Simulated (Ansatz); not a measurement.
Mulliken charges of CH4ClFSSi, SMILES `CS[SiH](F)Cl` from ωB97M-V/def2-TZVPP in Ansatz (PBE0-D4/def2-TZVP geometry).

```tsv
atom	x (Å)	y (Å)	z (Å)	charge (e)
C1	-0.662	-1.025	-0.933	-0.351
S2	0.780	-1.102	0.173	-0.148
Si3	0.741	0.829	0.986	0.560
F4	-0.567	1.072	1.860	-0.290
Cl5	0.692	2.269	-0.463	-0.200
H6	-0.709	-1.989	-1.437	0.142
H7	-1.579	-0.872	-0.366	0.156
H8	-0.537	-0.236	-1.673	0.148
H9	1.929	1.008	1.838	-0.017
```

By hand: the dipole of these point charges (1 e Å = 4.8032 D).

Σ q r = (0.099, -0.248, -0.133) e Å, of length 0.298 e Å = 1.43 D.

How does the dipole of the full density compare? (Best estimate.)

Computed: (-0.066, -0.188, -0.190) e Å, 1.32 D; the point charges give 1.08 times that, at 37° from its direction.

Point charges leave out the atoms' own dipoles, such as those of lone pairs, and Mulliken's split depends on the basis, so the two needn't agree.
